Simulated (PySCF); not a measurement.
Spinor energies of Sn⁴⁰⁺ (tin, charge +40)

Start: [Ne]. Calculated with PySCF 2.14 in an uncontracted even-tempered set (17 s from 19 bohr⁻², ratio 2.4; 12 p from 25 bohr⁻², ratio 2.4; 5 d from 95 bohr⁻², ratio 2.6; 4 f from 140 bohr⁻², ratio 2.6): generalised Hartree-Fock with the X2C-1e Hamiltonian and a Gaussian nucleus; one run each with spin-orbit coupling (SO) switched off, then screened by Boettger's factors.

```
spinor shell  electrons  ε, spin-free (eV)  ε, screened SO (eV)  weight of nominal j (screened SO)  rms radius, screened SO (bohr)
       1s1/2          2           -31938.7             -31936.9                              1.000                          0.0332
       2s1/2          2            -6937.9              -6937.4                              1.000                           0.133
       2p1/2          2            -6496.2              -6662.9                              1.000                           0.115
```

**Question.** Where does 2p3/2 lie, and what is the 2p spin-orbit splitting (screened SO)?

**Answer.** At -6420.6 eV, 242.37 eV above 2p1/2.

```csv
quantity,spin-free,screened SO
E (hartree),-4713.23010,-4714.45731
M_J,0,0
⟨J²⟩,0.000,0.000
⟨L²⟩,0.000,0.006
⟨S²⟩,0.000,0.006
```

Breit and QED terms are absent; they matter most for the inner s and p1/2 levels.

Densities and radii are taken from the X2C orbitals without a picture-change correction, which distorts them close to the nucleus.

Without spin-orbit coupling the j labels of p, d and f shells carry no meaning; the spin-free column gives the mean over the occupied spinors of each nl shell.
